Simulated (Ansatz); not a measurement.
Consider the substitution at a C–C bond: `BrCCBr` + HI → `BrCI` + `CBr`.

Computed with Ansatz on PBE0-D4/def2-TZVP structures; ΔE is electronic, products minus reactants. CBS: MP2 limit from def2 TZ/QZ plus the TZ coupled-cluster correction, frozen cores. def2 core potentials past Kr. For Br, I outer-core shells are correlated without core-valence functions, which leaves a few kJ/mol of doubt a bond. Scalar relativity is left out up to krypton. One conformer a species, not always the lowest.

```csv
species,HF/CBS(def2) energy (Eh)
`BrCCBr`,-5223.04772
HI,-297.24423
`BrCI`,-2908.17322
`CBr`,-2612.10512
```

Q: Work out ΔE.

A: ΔE = (-2908.17322) + (-2612.10512) − (-5223.04772) − (-297.24423) = 0.01361 Eh = +35.7 kJ/mol. CCSD(T)/CBS gives +29.3 kJ/mol.

Largest T1 diagnostic among the species: 0.008.

From PBE to PBE0 (25 % exact exchange), in def2-TZVPP and without D4, ΔE moves by +4.6 kJ/mol.
